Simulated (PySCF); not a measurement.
**Vertical excitation energies**

Compound: C6H7OP.
Cartesian coordinates in Å at the PBE0-D3(BJ)/def2-SVP level; atoms count from 1:
```
atom  x, y, z in Å
C1    -3.3338    0.3177    0.0191
C2    -2.3693   -0.4864   -0.4511
C3    -0.9440   -0.2472   -0.3564
O4    -0.1816   -1.2514   -0.8355
C5     1.1302   -0.9907   -0.7285
C6     1.4547    0.2080   -0.1730
C7     2.8497    0.7009    0.0431
P8    -0.0393    1.0958    0.2488
H9    -3.1001    1.2528    0.5369
H10   -4.3874    0.0599   -0.1037
H11   -2.6365   -1.4201   -0.9586
H12    1.7791   -1.7813   -1.1055
H13    3.0695    0.8262    1.1149
H14    3.5894    0.0004   -0.3719
H15    3.0076    1.6797   -0.4356
```

Method used: TDDFT CAM-B3LYP/def2-SVPD, vertical, gas phase, core orbitals frozen in the response in PySCF.

```csv
state,E (eV),E (hartree),f,"main configurations (H = HOMO, L = LUMO)"
S1,4.19,0.1541,0.313,H→L (97%)
S2,5.34,0.1963,0.018,"H-1→L (84%), H→L+2 (12%)"
S3,5.38,0.1977,0.012,H-2→L (94%)
S4,5.82,0.2140,0.0031,"H→L+3 (67%), H→L+5 (15%)"
S5,6.17,0.2267,0.130,"H→L+2 (77%), H-1→L (11%)"
S6,6.20,0.2277,0.0041,"H→L+1 (70%), H→L+5 (9%), H→L+3 (9%)"
S7,6.60,0.2425,0.0038,"H-3→L (35%), H-4→L (35%), H→L+6 (21%)"
S8,6.66,0.2449,0.0051,"H-4→L (56%), H→L+6 (21%), H-3→L (16%)"
S9,6.81,0.2502,0.010,"H→L+4 (43%), H→L+7 (18%), H→L+5 (17%)"
S10,6.94,0.2551,0.0072,"H→L+7 (32%), H→L+5 (27%), H→L+1 (16%)"
```

Triplets, Tamm–Dancoff:

| state | E (eV) | λ (nm) | main configurations (H = HOMO, L = LUMO) |
| --- | --- | --- | --- |
| T1 | 2.34 | 530.8 | H→L (94%) |
| T2 | 4.26 | 290.7 | H-1→L (48%), H-3→L (28%), H→L+6 (15%) |
| T3 | 4.48 | 276.6 | H→L+2 (35%), H-1→L+2 (16%), H-3→L (16%) |
| T4 | 4.62 | 268.3 | H-2→L (90%) |

The lowest singlet comes at 296 nm (405 kJ/mol) in the ultraviolet; it is strong; its leading configuration is HOMO→LUMO (97%). The lowest level is also the most intense of those listed (f = 0.313). Löwdin shares by element: HOMO carbon 51% or more, phosphorus 21% (atoms not listed hold the other 27%); LUMO carbon 48% or more, phosphorus 25% (atoms not listed hold the other 27%). Orbital energies (eV): HOMO-3 -10.32, HOMO-2 -9.44, HOMO-1 -8.83, HOMO -7.34, LUMO -0.61, LUMO+1 1.40, LUMO+2 1.58. Of the 10 states listed, 5 reach f = 0.01 and none stays under 0.0005. The listed states span 2.75 eV, and the widest gap between neighbours is 1.15 eV (S1 to S2). All these states lie below the vertical ionisation energy of 7.98 eV (ΔSCF). The window holds the lowest 10 singlets.

One conformer stands for the species.
